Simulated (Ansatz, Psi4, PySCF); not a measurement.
H₅FN₂Si (SMILES N[SiH](N)F), singlet, at a GFN2-xTB geometry, atoms displaced at random by about 0.03 Å a coordinate. Base run: PySCF with R2SCAN/6-31G, gradient.

PySCF was given this input:
```python
from pyscf import gto, scf, dft

mol = gto.Mole()
mol.atom = '''
    Si    0.139638    0.263131   -0.226978
    N     1.254964   -0.894506    0.348613
    N    -1.061488   -0.607451   -1.117483
    F    -0.463623    0.908733    1.115025
    H     0.571981    1.389446   -1.032041
    H     1.846284   -0.600211    1.093339
    H     1.687195   -1.430378   -0.324993
    H    -1.295690   -1.508499   -0.743597
    H    -1.789286   -0.147546   -1.529284
'''
mol.basis = '6-31g'
mol.charge = 0
mol.spin = 0
mol.verbose = 4
mol.build()

mf = dft.RKS(mol)
mf.xc = 'r2scan'
mf.kernel()
g = mf.nuc_grad_method()
grad = g.kernel()
```

Programs used: Ansatz (an electronic-structure program), Psi4, PySCF; a row that names a program was run with it.

The coordinate followed is y of atom 6.

Each row names what was changed in the base input (with any setting that the change needs).

| change | dE/dx (Eh/bohr) | net force (Eh/bohr) |
|---|---|---|
| base | 0.004994 | 0.000808 |
| conv_tol = 1e-4 | 0.004979 | 0.000807 |
| code = psi4 | 0.004996 | 0.001431 |
| finite difference step (bohr) = 1e-4; conv_tol = 1e-11 | 0.005000 | - |
| code = ansatz | 0.005000 | 0.000000 |
| finite difference step (bohr) = 1e-3; conv_tol = 1e-11 | 0.005000 | - |
| finite difference step (bohr) = 0.2; conv_tol = 1e-11 | 0.005905 | - |
| grids.level = 1; grid_response = on | 0.004915 | 0.000000 |
| finite difference step (bohr) = 1e-5; conv_tol = 1e-11 | 0.005001 | - |
| grid_response = on | 0.005000 | 0.000000 |
| grids.level = 1; grid_response = off | 0.004986 | 0.005490 |
| grids.level = 5; grid_response = on | 0.004999 | 0.000000 |

The net force is zero for an exact gradient.
